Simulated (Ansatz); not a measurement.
Cl4Zr, SMILES [Cl][Zr]([Cl])([Cl])[Cl] (connectivity only; charge and spin as stated), charge -1, multiplicity 2.

Geometry optimised at PBE-D3(BJ)/def2-SVPD. The geometry has at least one imaginary mode, so it is a saddle point at that level. The spin state was assumed, not searched. The isomer is the one that the SMILES or the coordinates give; other isomers of the formula were not compared. The def2 effective core potentials stand for the cores of Zr; spin–orbit coupling is left out.

Two levels are set side by side: PBE/def2-SVPD (Ansatz, an electronic-structure program) and CAM-B3LYP/def2-SVPD (Ansatz). Energy differences of separate SCF runs at the same geometry; the states with an electron removed or added have multiplicity 1. Differences are taken from unrounded values.

```json
[
 {"quantity": "vertical ionisation energy (eV)", "PBE": "1.72"}
]
```

Task: These are the PBE values. What does CAM-B3LYP give? (An estimate is asked for; the answer gives what the named calculation found.)

Result: 
```
quantity                         CAM-B3LYP  PBE minus CAM-B3LYP
-------------------------------  ---------  -------------------
vertical ionisation energy (eV)       2.26                -0.54
```
